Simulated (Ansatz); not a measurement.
`[OH][GeH2][Br]` → H₂ + `[OH][Ge][Br]` at 400 K and 1 bar (germylene formation by 1,1-elimination).

Isolated molecules relaxed with PBE0-D4/def2-TZVP in Ansatz; ΔE leaves out vibrations. CCSD(T)/CBS adds triple-zeta CCSD(T) − MP2 to the extrapolated MP2 energy (def2 sets, frozen cores). This one scheme is used for every species. For Br, Ge outer-core shells are correlated without core-valence functions, which leaves a few kJ/mol of doubt a bond. Scalar relativity is left out up to krypton. One conformer a species, not always the lowest.

```tsv
species	CCSD(T)/CBS energy (Eh)	H − E (kJ/mol)	S (J/(mol·K))
`[OH][GeH2][Br]`	-4726.46896	104.3	339.1
H₂	-1.17544	38.0	139.0
`[OH][Ge][Br]`	-4725.27533	57.9	322.8
```

H − E and S are ideal-gas, rigid-rotor, harmonic terms from PBE0-D4/def2-TZVP, for one conformer and one mirror image of each species. The MP2-based limit puts H₂ 0.8 mEh under its directly extrapolated value; such offsets cancel only in part. 1 Eh = 2625.50 kJ/mol, R = 8.31446 J/(mol·K).

**Question.** By hand: ΔE, ΔH, ΔS and ΔG.

**Answer.** ΔE = (-1.17544) + (-4725.27533) − (-4726.46896) = 0.01819 Eh = 47.8 kJ/mol. Δ(H − E) = 38.0 + 57.9 − 104.3 = -8.4, so ΔH = 39.4 kJ/mol. ΔS = 139.0 + 322.8 − 339.1 = 122.7 J/(mol·K). ΔG = 39.4 − 400 × (122.7)/1000 = -9.7 kJ/mol.

**Question.** By hand: the equilibrium constant, and the temperature at which ΔG would vanish if ΔH and ΔS stayed fixed.

**Answer.** log₁₀ K = −ΔG/(RT ln 10) = 1.3. ΔG = 0 at ΔH/ΔS = 321 K.

The number of gas molecules changes by +1, which sets the sign of ΔS. A doubt of 5 kJ/mol in ΔE shifts log₁₀ K by 0.7 here. Other conformers and mirror images would add mixing entropy, several J/(mol·K) or more a flexible species. These are equilibria of isolated gas molecules and say nothing of rates. Largest T1 diagnostic: 0.013 (customary marks: 0.02 for closed shells, 0.045 for open ones).
